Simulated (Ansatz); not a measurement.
Molecule: CH$_{5}$O$_{2}$Si, net charge 0, doublet state. It need not be the lowest isomer of its formula. 
Geometry from a B3LYP-D3(BJ)/def2-TZVP (Ansatz, a first-principles code) optimisation:
```
Si
O 1 1.6522
H 2 0.9615 1 117.29
O 1 1.6641 2 106.46 3 -45.49
H 4 0.9607 1 117.47 2 156.43
C 1 1.8762 2 105.10 3 -164.74
H 6 1.0906 1 111.13 2 179.36
H 6 1.0906 7 108.62 1 -121.87
H 6 1.0937 7 108.86 8 -118.31
```
Charge 0, spin multiplicity 2.

Quantity: atomisation energy (electronic, to ground-state atoms), in kcal/mol. Cores are frozen in the correlated levels unless marked. UHF or UKS for open shells. No spin-orbit coupling. Non-relativistic. The coupled-cluster limit lacks core correlation, which all-electron functionals hold. CBS(X,Y): correlation extrapolated as X^-3; Hartree-Fock from the larger set.

```csv
level,program,atomisation energy (kcal/mol)
BLYP-D4/def2-TZVPD,Ansatz + dftd4,810.7
revPBE-D3(BJ)/def2-TZVPD,Ansatz + dftd3,801.2
revPBE-D4/def2-TZVPD,Ansatz + dftd4,803.6
BHLYP-D4/def2-TZVPD,Ansatz + dftd4,783.0
LC-wPBE/def2-TZVPD,Ansatz,___
B2PLYP-D3(BJ)/def2-TZVPD,Ansatz + dftd3,___
CCSD/cc-pV(D+d)Z,Ansatz,725.2
CCSD/def2-TZVPPD,Ansatz,782.2
"CCSD(T)/CBS(aug-cc-pV(T+d)Z,aug-cc-pV(Q+d)Z)",Ansatz,___
```

What belongs in the gaps?


- LC-wPBE/def2-TZVPD, atomisation energy (kcal/mol): 808.7
- B2PLYP-D3(BJ)/def2-TZVPD, atomisation energy (kcal/mol): 804.3
- CCSD(T)/CBS(aug-cc-pV(T+d)Z,aug-cc-pV(Q+d)Z), atomisation energy (kcal/mol): 816.1
